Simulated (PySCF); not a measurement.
C₆H₁₁FOSi₂.
SMILES with atom numbers: `[CH:1]#[C:2][CH2:3][CH2:4][O:5][Si:6]1([F:7])[CH2:8][SiH2:9][CH2:10]1`

Structure used (GFN2-xTB), in Å, numbered top down from 1:
```
atom  x, y, z in Å
C1     4.8623    1.4155   -0.0415
C2     3.9246    0.6729   -0.0184
C3     2.7788   -0.2109    0.0147
C4     1.4806    0.5602   -0.2279
O5     0.4004   -0.3329   -0.1319
Si6   -1.1320   -0.1068   -0.5750
F7    -1.1183    0.5245   -2.0736
C8    -2.1546   -1.6903   -0.3975
Si9   -3.4492   -0.7601    0.6665
C10   -2.3765    0.8277    0.5173
H11    5.6925    2.0560   -0.0627
H12    2.8860   -0.9828   -0.7518
H13    2.7236   -0.7024    0.9898
H14    1.4921    1.0264   -1.2187
H15    1.3652    1.3517    0.5215
H16   -2.5361   -2.0780   -1.3365
H17   -1.6544   -2.5118    0.1039
H18   -4.7617   -0.6393    0.0328
H19   -3.5689   -1.2630    2.0362
H20   -2.8732    1.6638    0.0336
H21   -1.9901    1.1965    1.4634
```

Probes without a nucleus sit at each ring's centroid and 1 Å off its mean plane on both sides; NICS is minus the shielding there, NICSzz its component along the normal. Level: GIAO PBE0/pcSseg-1 (PySCF, non-relativistic, gas phase) on the GFN2-xTB geometry, one conformer.

Ring bond lengths (Å), with Mayer bond orders in brackets: Si6–C8 1.893 (0.90), C8–Si9 1.917 (0.92), Si9–C10 1.922 (0.91), C10–Si6 1.901 (0.89).

Question: Give the NICS values of each ring in ppm.

Answer: 
```tsv
ring	type	NICS(0)	NICS(1), two faces	NICS(1)zz, two faces	rms pucker (Å)	centre to ring atoms, mean (Å)
Si6–C8–Si9–C10	4-membered ring with 2 Si; formal bonds all single	-1.4	-2.1 / -2.2	1.8 / 2.4	0.01	1.35
```

Question: What can be read from them?

Answer: 
- Si6–C8–Si9–C10: mean NICS(1)zz 2.1 ppm, near zero. Si6, C8, Si9, C10 have four or more neighbours, so the value isn't read as a sign of a π ring current.

Question: List the ring angles and the Hirshfeld charges of the ring atoms.

Answer: 
- Si6–C8–Si9–C10: Si6 90.2° (+0.499 e), C8 90.6° (-0.263 e), Si9 88.9° (+0.348 e), C10 90.2° (-0.265 e); sum 360.0° against 360° for a flat convex ring.
